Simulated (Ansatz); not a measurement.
Computed with Ansatz on PBE0-D4/def2-TZVP structures; ΔE is electronic, products minus reactants. CCSD(T)/CBS adds triple-zeta CCSD(T) − MP2 to the extrapolated MP2 energy (def2 sets, frozen cores). This one scheme is used for every species. Open shells (•) are unrestricted, without spin–orbit coupling. Elements past krypton have def2 core potentials. For Sn outer-core shells are correlated without core-valence functions, which leaves a few kJ/mol of doubt a bond. One conformer a species, not always the lowest.

`[OH][Sn]([OH])([Cl])[Cl]` → `[OH]`• + `[OH][Sn]([Cl])[Cl]`•  (homolysis of the O–Sn bond)

| species | CCSD(T)/CBS(def2) energy (Eh) |
| --- | --- |
| `[OH][Sn]([OH])([Cl])[Cl]` | -1285.27027 |
| `[OH]`• | -75.67771 |
| `[OH][Sn]([Cl])[Cl]`• | -1209.44379 |

Problem. Work out ΔE.

Solution. ΔE = (-75.67771) + (-1209.44379) − (-1285.27027) = 0.14877 Eh = +4.05 eV.

Largest T1 diagnostic among the species: 0.017.

In def2-TZVPP, CCSD(T) changes the Hartree–Fock value by +1.36 eV (the triples alone add +0.12 eV) and MP2 by +1.69 eV; breaking electron pairs costs correlation energy, which Hartree–Fock lacks. The D4 term adds +0.09 eV with B3LYP and +0.05 eV with PBE0; it sums over pairs of atoms, weighted by their polarisabilities, and B3LYP, whose exchange is more repulsive, gets the larger term. At CCSD(T), def2-SVP lies −0.40 eV from the extrapolated value and def2-TZVPP −0.18 eV: correlation converges slowly with the basis, and small sets miss more of it in the bonded molecule than in its fragments.

B3LYP here is the variant with VWN-RPA as its local correlation; programs differ in this.
